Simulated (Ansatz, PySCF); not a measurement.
CH5BrO2Si, SMILES C[Si](O)(O)Br. Atoms are numbered in the order given.

```xyz
10

C      2.2243    -0.0675    -0.5945
Si     0.4025     0.2051    -0.7707
O     -0.2976    -0.6756    -1.9900
O      0.1671     1.8153    -1.0472
Br    -0.6343    -0.4367     1.1380
H      2.6316     0.5692     0.2053
H      2.7334     0.1861    -1.5381
H      2.4391    -1.1184    -0.3496
H     -0.8544    -1.4184    -1.7298
H     -0.7297     2.0977    -1.2643
```
Charge 0, spin multiplicity 1.

Geometry: B3LYP-D3(BJ)/def2-SVP. Other conformers were not sampled.

Two levels are set side by side: PBE-D3(BJ)/def2-SVP (Ansatz, an electronic-structure program) and B3LYP-D3(BJ)/def2-SVP (Ansatz). Each level has its own optimised geometry; the coordinates shown are those of the second. Frequencies come from the Hessian of PySCF at each geometry. Differences are taken from unrounded values.

| quantity | B3LYP-D3(BJ) |
|---|---|
| mean bond length (Å) | 1.406 |
| bond C1–Si2 (Å) | 1.851 |
| bond Si2–O3 (Å) | 1.659 |
| bond Si2–O4 (Å) | 1.651 |
| bond Si2–Br5 (Å) | 2.265 |
| bond C1–H6 (Å) | 1.100 |
| bond C1–H7 (Å) | 1.102 |
| bond C1–H8 (Å) | 1.100 |
| bond O3–H9 (Å) | 0.964 |
| bond O4–H10 (Å) | 0.965 |
| highest harmonic wavenumber (cm⁻¹) | 3882 |
| mean harmonic wavenumber (cm⁻¹) | 1213 |
| zero-point energy (kcal/mol) | 41.63 |

Q: What does PBE-D3(BJ) give, and how far is it from B3LYP-D3(BJ)? (Estimate from the structure and the level; the computed values follow.)

A: 
```tsv
quantity	PBE-D3(BJ)	PBE-D3(BJ) minus B3LYP-D3(BJ)
mean bond length (Å)	1.415	0.009
bond C1–Si2 (Å)	1.857	0.006
bond Si2–O3 (Å)	1.674	0.015
bond Si2–O4 (Å)	1.665	0.014
bond Si2–Br5 (Å)	2.269	0.004
bond C1–H6 (Å)	1.108	0.007
bond C1–H7 (Å)	1.109	0.007
bond C1–H8 (Å)	1.107	0.007
bond O3–H9 (Å)	0.973	0.009
bond O4–H10 (Å)	0.974	0.009
highest harmonic wavenumber (cm⁻¹)	3767	-114
mean harmonic wavenumber (cm⁻¹)	1182	-31
zero-point energy (kcal/mol)	40.56	-1.06
```

Exact exchange shortens and stiffens bonds; PBE has none. Differences between two approximate levels are no errors against the true value.
